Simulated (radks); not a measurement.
Problem. Neutral neon, configuration [Ne]. Method: non-relativistic Kohn-Sham, BLYP, spin-unpolarised, spherical densities, point nucleus; computed with a radial shooting solver on a logarithmic mesh with Libxc functionals. Some entries of the table are withheld. Estimate them.

orbital,occ.,eigenvalue (eV),<1/r> (bohr^-1),r(max) (bohr)
1s,2,-830.6141,9.604,0.1028
2s,2,-36.1577,(1),0.6814
2p,6,-13.3704,1.438,(2)

Solution. 
(1) 2s <1/r> (bohr^-1): 1.634
(2) 2p r(max) (bohr): 0.6192
